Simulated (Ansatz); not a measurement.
Spin states of the cluster Tl₂H⁺, each relaxed with PBE0-D4/def2-TZVP in Ansatz. Electronic energies in the gas phase.

In the def2 sets Tl takes a core potential; there is no spin–orbit coupling. B3LYP takes the VWN-RPA correlation. Correlated methods freeze 8 core orbitals; core or outer-core shells of Tl are correlated, in sets that lack core-valence functions. In the quintet geometry the species has come apart into loosely held pieces. The structure comes from a short search, and lower isomers may exist.

Singlet geometry (D∞h within 0.1 Å):

| atom | x (Å) | y (Å) | z (Å) |
| --- | --- | --- | --- |
| Tl1 | -0.408 | -2.066 | -0.348 |
| Tl2 | 0.408 | 2.066 | 0.349 |
| H3 | 0.001 | 0.000 | -0.001 |

Triplet geometry:

```xyz
3

Tl   -0.128    0.586    1.279
Tl   -1.381   -1.401   -1.500
H     1.509    0.815    0.222
```

Quintet geometry:

Cartesian coordinates in Å:
```
Tl 0.300 1.200 -0.903
Tl -0.956 -1.178 -0.213
H 0.656 -0.022 1.115
```

⟨S²⟩: triplet 2.01 at PBE0-D4/def2-TZVP (pure 2.00), quintet 6.01 at PBE0-D4/def2-TZVP (pure 6.00).

Run but left out: GFN1-xTB, GFN2-xTB (tight binding far off the other levels).

Only these spin states were relaxed. The quintet has fallen apart into loose fragments. The triplet has other bonds than the singlet, so the gap mixes isomer and spin. The quintet has other bonds than the singlet, so the gap mixes isomer and spin.

Q: Estimate which spin state lies lowest at each of these levels, and by how much: HF/def2-TZVPP; r2SCAN-D4/def2-TZVP; B3LYP-D4/def2-TZVP; r2SCAN0-D4/def2-TZVP; RPA@PBE/def2-TZVP; MP2/def2-TZVPP; CCSD/def2-TZVPP; CCSD(T)/def2-TZVPP.

A: 
```json
{"level": "HF/def2-TZVPP", "triplet − singlet (kJ/mol)": "195.1", "quintet − singlet (kJ/mol)": "636.4", "lowest of these": "singlet"}
{"level": "r2SCAN-D4/def2-TZVP", "triplet − singlet (kJ/mol)": "233.3", "quintet − singlet (kJ/mol)": "753.9", "lowest of these": "singlet"}
{"level": "B3LYP-D4/def2-TZVP", "triplet − singlet (kJ/mol)": "256.1", "quintet − singlet (kJ/mol)": "809.7", "lowest of these": "singlet"}
{"level": "r2SCAN0-D4/def2-TZVP", "triplet − singlet (kJ/mol)": "228.7", "quintet − singlet (kJ/mol)": "738.7", "lowest of these": "singlet"}
{"level": "RPA@PBE/def2-TZVP", "triplet − singlet (kJ/mol)": "252.1", "quintet − singlet (kJ/mol)": "796.9", "lowest of these": "singlet"}
{"level": "MP2/def2-TZVPP", "triplet − singlet (kJ/mol)": "265.7", "quintet − singlet (kJ/mol)": "804.7", "lowest of these": "singlet"}
{"level": "CCSD/def2-TZVPP", "triplet − singlet (kJ/mol)": "259.7", "quintet − singlet (kJ/mol)": "784.5", "lowest of these": "singlet"}
{"level": "CCSD(T)/def2-TZVPP", "triplet − singlet (kJ/mol)": "261.3", "quintet − singlet (kJ/mol)": "779.6", "lowest of these": "singlet"}
```

Change of the quintet − singlet gap on mixing in exact exchange, in kJ/mol: r2SCAN to r2SCAN0 (25 % exact exchange) -15.2.
